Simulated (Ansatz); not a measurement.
A run for Ansatz (a program for electronic structure): R-B3LYP/def2-TZVPP on H2S2 (SMILES SS), a point of a torsion scan.

Ansatz 0.2 input:
```yaml
crystal:
  periodic: [false, false, false]
  atoms:
    - {symbol: S, position_ang: [-0.95958923, 0.46633898, 0.43011987]}
    - {symbol: S, position_ang: [0.95521959, 0.46914975, -0.43750076]}
    - {symbol: H, position_ang: [-1.49018885, -0.46753862, -0.35866880]}
    - {symbol: H, position_ang: [0.71428373, -0.46426617, -1.35749899]}
basis:
  gaussian:
    orbitals: def2-TZVPP
hamiltonian:
  xc: {name: B3LYP}
scf: {lower_state_search: off}
```

It printed:

```
WARN ansatz: RAYON_NUM_THREADS=2 ignored (pool sized by the plan → 2); use --threads N
Functional definition: B3LYP
these checks for a lower state are left out or cut short: stability, starts, cluster_reference, orbital_swaps, neighbouring_geometries, increment
integrals: 0.03 GiB planned
710 factors; their error is unknown
mean field: 0.32 GiB planned
mean field evaluation 1: about -21704.3245 eV, gradient 1.3e1 eV
mean field evaluation 2: about -21704.5300 eV, gradient 1.1e1 eV
mean field evaluation 4: about -21704.7602 eV, gradient 6.8e-1 eV
mean field evaluation 8: about -21704.7750 eV, gradient 1.6e-2 eV
mean field -21704.77499546 eV, -797.6357690583 hartree, gradient 4.2e-6 eV, S^2 0.000000; 0 other end points of the search recorded, 0 dependent functions left out
reference -21704.77518769 eV, -797.6357761227 hartree; 17, 17 occupied and 95, 95 virtual orbitals, 710 factors
Total energy: -21704.77518769 eV, -797.6357761227 hartree
Checks for a lower state left out: stability, starts, cluster_reference, orbital_swaps, neighbouring_geometries, increment
```

The calculation finished and met its thresholds.

Cost: around 1.3 core-seconds (rough).
